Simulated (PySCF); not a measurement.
Working out the ionisation energy of As

As [Ar] 3d10 4s2 4p3 (4S) → As⁺ [Ar] 3d10 4s2 4p2 (3P). All numbers are calculated (PySCF 2.14, a scalar-relativistic core potential, in aug-cc-pVQZ-PP with ECP10MDF). Frozen: 3s2 3p6 3d10. Energies in hartree (1 hartree = 27.21139 eV):

```json
{"part": "UHF", "As (lower)": "-331.211170", "As⁺ (upper)": "-330.865388"}
{"part": "CCSD correlation", "As (lower)": "-0.089427", "As⁺ (upper)": "-0.071871"}
{"part": "(T)", "As (lower)": "-0.003383", "As⁺ (upper)": "-0.001873"}
```

Q: What does Hartree-Fock give?

A: (-330.865388) − (-331.211170) = 0.345782 hartree = 9.409 eV.

Q: What do CCSD and CCSD(T) give?

A: The CCSD correlation energies differ by 0.017556 hartree = 0.478 eV and the triples by 0.001510 hartree = 0.041 eV, so CCSD gives 9.887 eV and CCSD(T) 9.928 eV.

Measured between the centres of the two terms (NIST): 10.008 eV, so CCSD(T) (valence) is off by -0.080 eV.

What remains against the reference includes basis incompleteness, the frozen core and higher excitations.
